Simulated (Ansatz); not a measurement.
ClHOS2W (`[OH][W](=[S])(=[S])[Cl]`). Total charge 0; spin multiplicity 1. Correlated methods include outer-core shells of W, which these sets cover unevenly. W: def2 effective core potential.

```xyz
6

O    -0.284   -0.496   -1.414
W     0.212    0.073    0.289
S     2.104    1.014    0.154
S    -1.203    1.465    1.022
Cl    0.343   -1.664    1.717
H    -1.172   -0.392   -1.768
```

Task: Give the diagnostics of a CCSD(T)/def2-TZVPP run (frozen core, Ansatz). (An estimate is asked.)

Result: Computed: T1 = 0.0220, largest single amplitude 0.048, largest double 0.055, (T) share of the correlation energy 6.1 %, 15 CCSD cycles. The RHF solution is stable towards an unrestricted one. T1 lies over the customary mark of 0.02 for closed shells; compounds of d metals often pass it without a breakdown.
